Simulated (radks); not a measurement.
Ho2.25+, 64.75 electrons, occupied as [Kr] 4d10 4f(up 5.5, down 5.5) 5s2 5p(up 3, down 2.75) (fractional occupations, a model configuration).

All-electron calculation, scalar-relativistic Kohn-Sham, PBEsol, spin-polarised, spherical densities, point nucleus. Program: a radial shooting solver on a logarithmic mesh with Libxc functionals.

Energy parts (hartree):
total: -12611.2026
kinetic: 13639.4407
electron-nucleus: -30870.2812
Hartree: 4885.3723
exchange-correlation: -265.7344

Orbitals (lengths in bohr, moments of r in powers of bohr):
orbital,occ.,eigenvalue (hartree),<r^4>
1s up,1,-2039.458,9.258e-07
1s down,1,-2039.457,9.258e-07
2s up,1,-341.6792,0.0001447
2s down,1,-341.6788,0.0001447
2p up,3,-302.7914,0.0001095
2p down,3,-302.7909,0.0001095
3s up,1,-76.79884,0.005502
3s down,1,-76.79851,0.005502
3p up,3,-64.91777,0.005799
3p down,3,-64.91738,0.005799
3d up,5,-49.84278,0.004565
3d down,5,-49.84237,0.004565
4s up,1,-15.67542,0.1347
4s down,1,-15.67477,0.1347
4p up,3,-11.76654,0.1782
4p down,3,-11.76582,0.1781
4d up,5,-6.48933,0.2805
4d down,5,-6.48831,0.2802
5s up,1,-2.50709,4.939
5s down,1,-2.49979,4.939
5p up,3,-1.59796,10.09
5p down,2.75,-1.59042,10.12
4f up,5.5,-0.76306,2.756
4f down,5.5,-0.76022,2.740

The highest occupied level is 4f down at -20.687 eV. The density falls to 0.001 e/bohr^3 at r = 3.31 bohr.
